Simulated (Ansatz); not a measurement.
`O[SiH](O)[Si](F)(Cl)Cl` + `S[SiH2]Cl` → `F[Si](Cl)(Cl)S[SiH2]Cl` + `O[SiH2]O`  (cleavage of the Si–Si bond)

Isolated molecules relaxed with PBE0-D4/def2-TZVP in Ansatz; ΔE leaves out vibrations. CBS: MP2 limit from def2 TZ/QZ plus the TZ coupled-cluster correction, frozen cores. Functionals use def2-TZVPP. B3LYP here is the variant with VWN-RPA as its local correlation; programs differ in this. One conformer a species, not always the lowest.

CCSD(T)/CBS gives -81.0 kJ/mol.

**Question.** Another level gave -92.0 kJ/mol. Which?
A. SCS-MP2/def2-TZVPP
B. CCSD/def2-TZVPP
C. MP2/def2-TZVPP
D. B3LYP/def2-TZVPP

**Answer.** C. MP2/def2-TZVPP -92.0, CCSD/def2-TZVPP -76.5, SCS-MP2/def2-TZVPP -86.2, B3LYP -64.7 kJ/mol.

Largest T1 diagnostic among the species: 0.012.

From PBE to PBE0 (25 % exact exchange), in def2-TZVPP and without D4, ΔE moves by −6.0 kJ/mol. In def2-TZVPP, CCSD(T) changes the Hartree–Fock value by −6.0 kJ/mol (the triples alone add −2.4 kJ/mol) and MP2 by −19.1 kJ/mol.
